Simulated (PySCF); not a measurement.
Molecule: `CN(C)c1cccs1`, C₆H₉NS.

Geometry (Å), atoms numbered from 1 in this order:
```xyz
17

C    -1.6607   -1.2015   -0.0777
N    -1.0535    0.0887    0.1547
C    -1.7686    1.2236   -0.3778
C     0.3204    0.1426    0.1585
C     1.2194   -0.8774    0.3087
C     2.5588   -0.4282    0.3538
C     2.6823    0.9125    0.2272
S     1.1416    1.6776    0.0492
H    -1.4651   -1.5832   -1.0879
H    -1.2805   -1.9186    0.6479
H    -2.7364   -1.1101    0.0609
H    -1.6591    1.3183   -1.4659
H    -1.3937    2.1353    0.0863
H    -2.8259    1.1203   -0.1376
H     0.9516   -1.9143    0.3869
H     3.3971   -1.0919    0.4734
H     3.5654    1.5183    0.2297
```

Frames of a GFN2-xTB Langevin trajectory at 600 K; GIAO PBE0/pcSseg-1 shieldings in PySCF 2.14, gas phase, non-relativistic; equivalent atoms averaged within each frame.

Scale: ¹³C (σ = 186.93 ppm), ¹H (σ = 31.72 ppm) vs TMS; ¹⁵N (σ = 267.73 ppm) against NH3; ³³S (σ = 503.73 ppm) vs CS2 (reference shieldings calculated alike). The references are static minima.

How do the shifts (ppm) fluctuate along the trajectory?

Results:


```
         time (fs)     C4     C7     C6     C5  C1/C3    N2   S8   H17   H16   H15
optimised geometry  165.4  115.9  131.8  103.2   43.3  73.8  182  6.29  6.87  5.87
               250  163.0  128.9  126.2  108.4   43.3  45.7  209  7.39  6.40  5.93
               425  170.3  132.9  131.3  126.8   45.9  57.1  208  6.80  7.14  6.75
               625  161.5  130.4  128.4   88.3   54.3  80.1  287  6.80  7.45  4.57
               800  192.3  118.9  127.2  101.9   47.6  80.9  208  6.70  6.67  5.42
              1000  174.5  112.4  125.1  120.9   46.3  53.3  274  5.96  6.59  6.04
    mean of frames  172.3  124.7  127.6  109.3   47.5  63.4  237  6.73  6.85  5.74
standard deviation   12.4    8.7    2.4   15.3    4.1  16.1   40  0.51  0.43  0.81
```

5 frames give an uncertainty of the mean of about the standard deviation over 2.2 at best, since frames this close in time may not be independent; classical motion lacks zero-point vibration, and the reference would need the same averaging.
